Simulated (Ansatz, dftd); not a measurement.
System: C3H3O, charge 0, doublet. C3H3O (SMILES C=C[C]=O, doublet).
B3LYP-D3(BJ)/def2-TZVP minimum from Ansatz (an electronic-structure program):
```xyz
7

C      1.6477     0.5480     0.0825
C      0.3539     0.4933    -0.4647
C     -0.6633    -0.2427    -0.0048
O     -1.5546    -0.8780     0.3858
H      2.3898     1.1806    -0.3759
H      1.9195    -0.0285     0.9527
H      0.0977     1.0803    -1.3409
```
Charge 0, spin multiplicity 2.

Property: atomisation energy (electronic, to ground-state atoms), in kcal/mol. UHF or UKS for unpaired electrons; spin-orbit terms are left out. Cores are frozen in correlated methods. Rows without X2C or -DK are non-relativistic. CBS(X,Y): correlation extrapolated as X^-3, Hartree-Fock from the larger set. A bracket is a step between two methods taken in the basis named. Functionals run without relativity, which enters their misses. '+ core + X2C': CCSD(T) terms for core correlation (cc-pwCVTZ) and scalar relativity (cc-pVTZ-DK). For partners of very few electrons the exact lower level stands in for a higher one. The UHF reference of C3H3O (C=C[C]=O, doublet) is spin-contaminated (<S^2> up to 0.11 over the pure value in the sets run).

```csv
level,program,atomisation energy (kcal/mol),difference against the last row
PBE-D4/def2-TZVPD,Ansatz + dftd4,766.2,36.1
r2SCAN-D3(BJ)/def2-TZVPD,Ansatz + dftd3,741.0,10.9
B3LYP-D4/def2-TZVPD,Ansatz + dftd4,734.6,4.5
MP2/cc-pVQZ,Ansatz,736.7,6.6
"MP2/CBS(cc-pVTZ,cc-pVQZ)",Ansatz,744.4,14.3
"CCSD/CBS(cc-pVTZ,cc-pVQZ)",Ansatz,709.2,-20.9
"CCSD(T)/CBS(cc-pVTZ,cc-pVQZ) + core + X2C",Ansatz,728.8,-1.3
CCSDT(Q)/cc-pVDZ,Ansatz,670.8,-59.3
"CCSD(T)/CBS(cc-pVTZ,cc-pVQZ) + [CCSDT(Q) - CCSD(T)]/cc-pVDZ + core + X2C",Ansatz,730.1,0.0
```
